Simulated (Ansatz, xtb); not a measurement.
C4H9BF2S: which of two isomers lies lower

We compare I, `CC(C)(CS)B(F)F`, a singlet, with II, `CS[C@H](C)CB(F)F`, a singlet. Both are isolated molecules in the gas phase, relaxed with B3LYP/def2-SVP; the shapes shown needn't be the lowest conformers.

I (Å):

```yaml
atoms:
  - { symbol: C, position_ang: [-0.5111, 1.8342, -1.1948] }
  - { symbol: C, position_ang: [-0.7930, 1.3440, 0.2357] }
  - { symbol: C, position_ang: [-2.3204, 1.3405, 0.4948] }
  - { symbol: C, position_ang: [-0.1221, 2.2588, 1.2853] }
  - { symbol: B, position_ang: [-0.2415, -0.1242, 0.4656] }
  - { symbol: F, position_ang: [-0.3299, -0.7010, 1.6576] }
  - { symbol: F, position_ang: [0.2454, -0.8736, -0.5127] }
  - { symbol: S, position_ang: [1.7124, 2.1107, 1.3803] }
  - { symbol: H, position_ang: [-1.0025, 1.1897, -1.9401] }
  - { symbol: H, position_ang: [0.5650, 1.8299, -1.4275] }
  - { symbol: H, position_ang: [-0.8885, 2.8614, -1.3395] }
  - { symbol: H, position_ang: [-2.8504, 0.7075, -0.2357] }
  - { symbol: H, position_ang: [-2.5630, 0.9687, 1.5028] }
  - { symbol: H, position_ang: [-2.7317, 2.3607, 0.4027] }
  - { symbol: H, position_ang: [-0.3995, 3.3143, 1.1294] }
  - { symbol: H, position_ang: [-0.4520, 1.9827, 2.2984] }
  - { symbol: H, position_ang: [1.9966, 2.6918, 0.1924] }
```

II (Å):

```xyz
17

C     0.4255    2.5656    0.4939
C    -1.3308    0.4049   -0.0614
C    -2.0376    0.8706   -1.3325
C    -2.0874   -0.7019    0.6918
B    -1.2896   -1.2201    1.9433
F    -1.8613   -1.4377    3.1182
F    -0.0052   -1.5432    1.8484
S    -1.0757    1.7781    1.1570
H     1.2757    1.8667    0.4912
H     0.6608    3.4081    1.1600
H     0.2622    2.9590   -0.5209
H    -0.3233    0.0328   -0.3105
H    -2.1369    0.0358   -2.0477
H    -1.4797    1.6755   -1.8359
H    -3.0460    1.2502   -1.1041
H    -2.2541   -1.5562    0.0070
H    -3.0890   -0.3500    0.9917
```

Task: Which of the two would you expect CCSD(T)/def2-SVP + ΔMP2/def2-TZVPP electronic energies to favour?

Result: Too close to call at this level: CCSD(T)/def2-SVP + ΔMP2/def2-TZVPP gives E(II) − E(I) = +0.67 kcal/mol.

Level by level:

```csv
level,geometry,E(II) − E(I) (kcal/mol),departure from the last row (kcal/mol),"job, with rough time for the two"
B3LYP/def2-SVP,B3LYP/def2-SVP,−0.71,−1.38,"optimisation, 84 s"
HF/def2-SVP,B3LYP/def2-SVP,−0.06,−0.73,part of the CCSD(T) run
MP2/def2-SVP,B3LYP/def2-SVP,+2.69,+2.01,part of the CCSD(T) run
CCSD(T)/def2-SVP,B3LYP/def2-SVP,+2.90,+2.23,single point
CCSD(T)/def2-SVP + ΔMP2/def2-TZVPP,B3LYP/def2-SVP,+0.67,,"single point, 2.6 min"
```

As drawn, II has 1 C–S, 1 C–H in place of 1 C–C, 1 S–H.

The largest departure from CCSD(T)/def2-SVP + ΔMP2/def2-TZVPP is that of CCSD(T)/def2-SVP, 2.23 kcal/mol. Levels run at GFN2-xTB geometries aren't shown. The last row adds to CCSD(T) the change of the MP2 difference between the two basis sets, here −2.23 kcal/mol.

With thermal terms from frequencies at re-optimised GFN2-xTB minima (ideal gas, soft modes damped towards free rotors, one conformer each, 298.15 K, 1 atm): on the last row, ΔE + ΔZPE = +1.67, ΔH = +1.78, ΔG = +1.10 kcal/mol.

The correlated steps freeze 12 core orbitals. Mirror images aren't counted in ΔG. Codes used: Ansatz 0.2.0, xtb 6.7.1; the last row on 4 threads of Arm Neoverse V1 on a shared host.
